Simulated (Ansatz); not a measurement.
CHN, charge +1, doublet, at a GFN2-xTB geometry (a state made from the parent by changing its charge; the spin is typed, not shown lowest); Ansatz (an electronic-structure program) with R2SCAN/def2-SVP.

Input for Ansatz:
Ansatz 0.2 input:
```yaml
crystal:
  periodic: [false, false, false]
  atoms:
    - {symbol: C, position_ang: [-0.00000000, -0.00000000, -0.48312722]}
    - {symbol: N, position_ang: [0.00000000, 0.00000000, 0.64165945]}
    - {symbol: H, position_ang: [-0.00000000, -0.00000000, -1.59285286]}
basis:
  gaussian:
    orbitals: def2-SVP
hamiltonian:
  xc: r2scan
total_charge: 1
magnetization: {spin_polarized: true, initial_magnetization: 1}
output: {forces: true}
```

The log (banner, timings and long lists left out):

```
Functional definition: r2SCAN
388 factors; their error is unknown
mean field evaluation 1: about -2520.4418 eV, gradient 3.0e1 eV
mean field evaluation 2: about -2517.6686 eV, gradient 3.9e1 eV
mean field evaluation 4: about -2524.8016 eV, gradient 1.1e0 eV
mean field evaluation 8: about -2524.8026 eV, gradient 7.6e-2 eV
mean field evaluation 16: about -2524.8027 eV, gradient 9.7e-6 eV
mean field evaluation 32: about -2524.6512 eV, gradient 7.4e-1 eV
mean field -2524.80265495 eV, -92.7847861967 hartree, gradient 5.0e-9 eV, S^2 0.789963; 4 other end points of the search recorded, 0 dependent functions left out
the calculation of the forces begins
reference -2524.80265920 eV, -92.7847863529 hartree; 7, 6 occupied and 26, 27 virtual orbitals, 388 factors
Total energy: -2524.80265920 eV, -92.7847863529 hartree
Atom 0 at    -0.000000    -0.000000    -0.483127 Å, force    -0.000000    -0.000000    -3.418316 eV/Å
Atom 1 at     0.000000     0.000000     0.641659 Å, force     0.000000     0.000000     3.253542 eV/Å
Atom 2 at    -0.000000    -0.000000    -1.592853 Å, force     0.000000     0.000000     0.164774 eV/Å
Dipole moment:     0.000000     0.000000    -0.329972 e Å
```
